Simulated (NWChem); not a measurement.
System: C4H7N; SMILES C=C/C=N/C

The following NWChem deck was run.

```
start job
memory heap 200 mb stack 900 mb global 1100 mb
geometry units angstroms noautosym nocenter noautoz
  C      0.630238    -2.078651     0.123886
  C     -0.508259    -1.423182    -0.129040
  C     -0.625383     0.043338    -0.141240
  N      0.353459     0.817381     0.088048
  C      0.139804     2.231167     0.053599
  H      1.546517    -1.521128     0.338130
  H      0.673092    -3.170377     0.122888
  H     -1.426613    -1.979821    -0.343705
  H     -1.635878     0.446816    -0.366198
  H      0.810390     2.689333    -0.693010
  H     -0.903260     2.528421    -0.179687
  H      0.421376     2.672402     1.024710
end
basis spherical
  * library def2-svp
end
dft
  xc xpbe96 cpbe96
  iterations 150
end
cosmo
  dielec 7.6
end
task dft energy
```

Structure relaxed at the PBE0/def2-SVP level.

Level: PBE/def2-SVP with COSMO at NWChem's default radii, gas-phase geometry; the question gives the dielectric constant.

### Question
What results follow from this input? (PBE/def2-SVP, COSMO on the gas-phase geometry.) Quantities: electrostatic solvation energy (kcal/mol); dipole in solution (D).

### Answer
```json
{
  "electrostatic solvation energy (kcal/mol)": "-2.8",
  "dipole in solution (D)": "1.38"
}
```
